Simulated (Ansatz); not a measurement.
Ansatz (an electronic-structure program) input:

Ansatz 0.2 input:
```yaml
crystal:
  periodic: [false, false, false]
  atoms:
    - {symbol: Si, position_ang: [-0.35855426, -0.10157508, -0.14483880]}
    - {symbol: O, position_ang: [-0.54971084, -0.17916352, 1.36867792]}
    - {symbol: O, position_ang: [1.04414905, 0.31503848, -0.88421983]}
    - {symbol: H, position_ang: [1.06425394, 0.33505143, -1.84792149]}
basis:
  gaussian:
    orbitals: def2-TZVP
hamiltonian:
  xc: b3lyp
  dispersion: d3bj
magnetization: {spin_polarized: true, initial_magnetization: 1}
phonons: {temperatures: {t_min: 298.15, t_max: 298.15, t_step: 100}}
```

### Question
What final total energy does it print?

### Answer
-440.65677 Eh (B3LYP-D3(BJ)/def2-TZVP). The basis has 105 functions.

It need not be the lowest isomer of its formula.
